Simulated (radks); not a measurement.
Q: The praseodymium ion Pr+, configuration [Xe] 4f3 7f1 (not the ground configuration). All-electron calculation, Dirac Kohn-Sham, PBE, spin-unpolarised, spherical densities, finite nucleus; open shells fill j = l - 1/2 first; Fermi nuclear charge, rms radius 4.8919 fm. Program: a radial shooting solver on a logarithmic mesh with Libxc functionals.

Spin-orbit splittings of the eigenvalues, e(l+1/2) - e(l-1/2), with zeta = 2 splitting/(2l+1) and mean radii in bohr:

| shell | occ. | splitting (eV) | zeta (eV) | <r> j=l-1/2 | <r> j=l+1/2 |
|---|---|---|---|---|---|
| 2p | 6 | 482.2 | 321.5 | 0.08605 | 0.09236 |
| 3p | 6 | 95.54 | 63.70 | 0.2617 | 0.2740 |
| 3d | 10 | 20.59 | 8.237 | 0.2452 | 0.2491 |
| 4p | 6 | 20.55 | 13.70 | 0.6404 | 0.6683 |
| 4d | 10 | 3.602 | 1.441 | 0.7219 | 0.7320 |
| 4f | 3 | ? | ? | 1.143 | 1.160 |
| 5p | 6 | 2.809 | 1.873 | 1.696 | 1.780 |
| 7f | 1 | 0.001888 | 0.0005394 | 22.32 | 22.30 |

Estimate the 4f splitting.

A: 0.3454 eV (zeta = 0.09868 eV).
